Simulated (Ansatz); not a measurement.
Counterpoise correction, worked out

The pair of Ag⁺ (SMILES [Ag+], atom 1) and F⁻ (SMILES [F-], atom 2), both closed shells, in one local arrangement (a lower one may exist), relaxed at PBE0-D4/def2-TZVP:

Ag1  (0.000, 0.000, -0.993)
F2  (0.000, 0.000, 0.993)
(Å)

Program: Ansatz 0.2.0. Basis: def2-TZVPPD. Cores are frozen in the correlated methods. Filled d shells of the heavier atoms are correlated. Core potentials replace the inner electrons of the atoms past krypton.

MP2 total energies in eV:

| system | geometry | basis functions | energy |
| --- | --- | --- | --- |
| pair | pair | all | -6708.03073 |
| Ag⁺ | as in the pair | all (partner as ghosts) | -3986.45076 |
| F⁻ | as in the pair | all (partner as ghosts) | -2714.16663 |
| Ag⁺ | as in the pair | its own | -3986.39973 |
| F⁻ | as in the pair | its own | -2714.14478 |
| Ag⁺ | free (PBE0-D4 minimum) | its own | -3986.39973 |
| F⁻ | free (PBE0-D4 minimum) | its own | -2714.14478 |

(1) Work out the interaction energy with and without the counterpoise correction, the superposition error, and the binding energy from the relaxed fragments.

No T1 diagnostic of these runs exceeds 0.029.

## Answers

(1) Without correction: -6708.03073 − (-3986.39973) − (-2714.14478) = -7.48622 eV.
With correction (each fragment in the whole basis): -6708.03073 − (-3986.45076) − (-2714.16663) = -7.41334 eV = -170.96 kcal/mol.
The superposition error is the difference, 0.07288 eV, 1 % of the uncorrected value: each fragment borrows its partner's functions.
Deformation from the free shapes: 0.00000 eV for Ag⁺ and 0.00000 eV for F⁻.
Binding energy from relaxed fragments: -7.41334 + 0.00000 + 0.00000 = -7.41334 eV = -170.96 kcal/mol (electronic, without zero-point energy; negative means bound). For comparison, the corrected interaction energy by CCSD(T) at an estimated basis limit (MP2 extrapolated from triple and quadruple zeta, plus CCSD(T) − MP2 in triple zeta) is -7.666 eV.

For scale, one of the runs: CCSD(T)/def2-TZVPPD, 96 basis functions, launched by `ansatz run in.yaml --threads 2 --pin off --events-out ev --progress --plain --max-ram 5222MiB`. The run took about 2.3 s on 2 CPU threads of an AMD EPYC 9R45 (shared host).
